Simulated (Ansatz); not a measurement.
```yaml
crystal:
  periodic: [false, false, false]
  atoms:
    - {symbol: N, position_ang: [-0.284249, 1.564788, -0.164530]}
    - {symbol: Al, position_ang: [-0.148276, -0.157323, -0.406238]}
    - {symbol: N, position_ang: [0.596769, -1.330332, 0.663855]}
    - {symbol: Br, position_ang: [-0.963452, -0.939872, -2.297595]}
    - {symbol: H, position_ang: [-0.666374, 2.235240, -0.680501]}
    - {symbol: H, position_ang: [0.084297, 1.997150, 0.717886]}
    - {symbol: H, position_ang: [0.938327, -1.110139, 1.603605]}
    - {symbol: H, position_ang: [0.618845, -2.284251, 0.571220]}
basis:
  gaussian: {orbitals: 6-31G}
magnetization: {spin_polarized: true, initial_magnetization: 8}
hamiltonian: {xc: {name: r2SCANh}}
output: {forces: true}
```

```sh
$ ansatz run in.yaml --threads 4 --pin off --events-out ev --progress --plain --max-ram 10444MiB
```

Output, abridged:

```
Functional definition: r2SCANh
789 factors; integrals over basis functions are off by at most 3.4e-4 eV
mean field evaluation 1: about -79618.3777 eV, gradient 5.7e1 eV
mean field evaluation 2: about -79437.7517 eV, gradient 1.4e2 eV
mean field evaluation 4: about -79637.3012 eV, gradient 3.6e1 eV
mean field evaluation 8: about -79648.3731 eV, gradient 1.3e0 eV
mean field evaluation 16: about -79648.4383 eV, gradient 6.7e-4 eV
mean field -79648.43833527 eV, -2927.0261211707 hartree, gradient 3.4e-5 eV, S^2 20.006654; 8 other end points of the search recorded, 0 dependent functions left out
reference -79648.43835200 eV, -2927.0261217856 hartree; 37, 29 occupied and 31, 39 virtual orbitals, 789 factors
Total energy: -79648.43835200 eV, -2927.0261217856 hartree
Atom 0 at    -0.284249     1.564788    -0.164530 Å, force     1.680844     3.485964     4.254432 eV/Å
Atom 1 at    -0.148276    -0.157323    -0.406238 Å, force     0.937705     0.594490     2.258494 eV/Å
Atom 2 at     0.596769    -1.330332     0.663855 Å, force     2.547471    -1.328601     4.511476 eV/Å
Atom 3 at    -0.963452    -0.939872    -2.297595 Å, force    -3.315344    -3.158098    -7.691086 eV/Å
Atom 4 at    -0.666374     2.235240    -0.680501 Å, force    -2.679957     4.057226    -3.903555 eV/Å
Atom 5 at     0.084297     1.997150     0.717886 Å, force     0.479642    -0.409676     0.770003 eV/Å
Atom 6 at     0.938327    -1.110139     1.603605 Å, force     0.331817     1.068642     0.816025 eV/Å
Atom 7 at     0.618845    -2.284251     0.571220 Å, force     0.017821    -4.309947    -1.015788 eV/Å
Dipole moment:    -0.473790    -0.435755    -1.048218 e Å
```

What is wrong with this run?

The spin is set far too high for this molecule. The run converged. The result belongs to that input, not to the molecule as meant.
